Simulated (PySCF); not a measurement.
## Spinor energies of Zn⁵⁺ (zinc, charge +5)

Start: [Ar] 3d7; 3d3/2 filled at m_j = -3/2, -1/2, +1/2, +3/2; 3d5/2 filled at m_j = +1/2, +3/2, +5/2. Calculated with PySCF 2.14 in an uncontracted even-tempered set (18 s from 0.2 bohr⁻², ratio 2.8; 13 p from 0.26 bohr⁻², ratio 2.8; 9 d from 0.26 bohr⁻², ratio 2.8; 4 f from 2 bohr⁻², ratio 3): generalised Hartree-Fock with the X2C-1e Hamiltonian and a Gaussian nucleus; spin-orbit coupling (SO) screened by Boettger's factors.

```
spinor shell  electrons  ε, screened SO (eV)  weight of nominal j (screened SO)  rms radius, screened SO (bohr)
       1s1/2          2              -9826.2                              1.000                          0.0580
       2s1/2          2              -1331.4                              1.000                           0.245
       2p1/2          2              -1180.0                              0.996                           0.217
       3s1/2          2              -249.30                              1.000                           0.713
       3p1/2          2              -202.73                              0.685                           0.736
       3p3/2          4              -192.13                              0.843                           0.746
       3d5/2          3              -115.44                              0.775                           0.802
       3d3/2          4              -112.82                              0.705                           0.809
```

Q: Where does 2p3/2 lie, and what is the 2p spin-orbit splitting (screened SO)?

A: At -1154.4 eV, 25.533 eV above 2p1/2.

```tsv
quantity	screened SO
E (hartree)	-1786.90905
M_J	9/2
⟨J²⟩	24.754
⟨L²⟩	12.051
⟨S²⟩	3.735
```

Each row is a mean over spinors that exchange with the open shell spreads, by up to 15.445 eV (3p3/2).

Rows whose weight is well below 1 are mixtures of j = l ± 1/2: exchange outweighs spin-orbit coupling there, and the label is only the starting occupation.
